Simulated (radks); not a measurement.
Values are calculated unless marked as measured or tabulated.
Valence configurations of neutral tungsten (all share [Xe]). Code: a radial shooting solver on a logarithmic mesh with Libxc functionals. Model: scalar-relativistic Kohn-Sham, LDA (Slater exchange, Perdew-Wang correlation), spin-polarised, spherical densities, point nucleus; open shells are filled with parallel spins first (spin-orbit coupling, left out, can overturn this in heavy ions). Energies are relative to 4f14 5d4 6s2; eigenvalues in eV for spin up.

[
 {"valence": "4f14 5d4 6s2", "E (eV)": "0.000", "moment (Bohr magnetons)": "4", "e(4f)": "-33.313", "e(5d)": "-5.417", "e(6p)": "-", "e(6s)": "-6.401"},
 {"valence": "4f14 5d3 6s2 6p1", "E (eV)": "4.552", "moment (Bohr magnetons)": "4", "e(4f)": "-37.376", "e(5d)": "-8.202", "e(6p)": "-2.796", "e(6s)": "-8.092"},
 {"valence": "4f14 5d3.5 6s1.5 6p1", "E (eV)": "3.784", "moment (Bohr magnetons)": "5", "e(4f)": "-36.022", "e(5d)": "-7.502", "e(6p)": "-2.718", "e(6s)": "-7.863"},
 {"valence": "4f13 5d5 6s2", "E (eV)": "31.086", "moment (Bohr magnetons)": "6", "e(4f)": "-42.721", "e(5d)": "-6.642", "e(6p)": "-", "e(6s)": "-6.616"},
 {"valence": "4f14 5d3.5 6s0.5 6p2", "E (eV)": "7.945", "moment (Bohr magnetons)": "6", "e(4f)": "-37.365", "e(5d)": "-8.720", "e(6p)": "-3.404", "e(6s)": "-8.803"},
 {"valence": "4f12 5d6 6s2", "E (eV)": "72.315", "moment (Bohr magnetons)": "6", "e(4f)": "-52.859", "e(5d)": "-7.630", "e(6p)": "-", "e(6s)": "-6.621"},
 {"valence": "4f14 5d4 6s1.5 6p0.5", "E (eV)": "1.600", "moment (Bohr magnetons)": "5", "e(4f)": "-34.060", "e(5d)": "-6.156", "e(6p)": "-2.201", "e(6s)": "-7.049"},
 {"valence": "4f13 5d4 6s2 6p1", "E (eV)": "36.963", "moment (Bohr magnetons)": "6", "e(4f)": "-47.053", "e(5d)": "-9.689", "e(6p)": "-2.859", "e(6s)": "-8.408"},
 {"valence": "4f14 5d4 6p2", "E (eV)": "8.076", "moment (Bohr magnetons)": "6", "e(4f)": "-36.158", "e(5d)": "-8.025", "e(6p)": "-3.253", "e(6s)": "-"},
 {"valence": "4f14 5d2 6s2 6p2", "E (eV)": "10.864", "moment (Bohr magnetons)": "4", "e(4f)": "-41.624", "e(5d)": "-10.993", "e(6p)": "-3.763", "e(6s)": "-9.663"}
]

NIST lists [Xe] 4f14 5d4 6s2 as the ground configuration; this level of theory agrees among the configurations tried. The energies are those of spherical high-spin densities, not of single terms.
